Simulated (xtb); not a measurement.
Ga(Cl)2(OH) (Cl₂GaHO), SMILES [Ga]([OH])([Cl])[Cl]. All values are semi-empirical tight-binding results from xtb (GFN2-xTB unless named), good for trends rather than for accurate numbers. Geometry: GFN2-xTB. One conformer was computed; it need not be the lowest.

For metal compounds this method's bond lengths and energies can be far off.

Computed properties:
```json
{
  "point_group_as_xtb_finds_it": "Cs",
  "orbital_gap": "4.21 eV",
  "zero_point_energy": "8.8 kcal/mol",
  "G − E(el) at 298.15 K (modified RRHO)": "-11.1 kcal/mol"
}
```
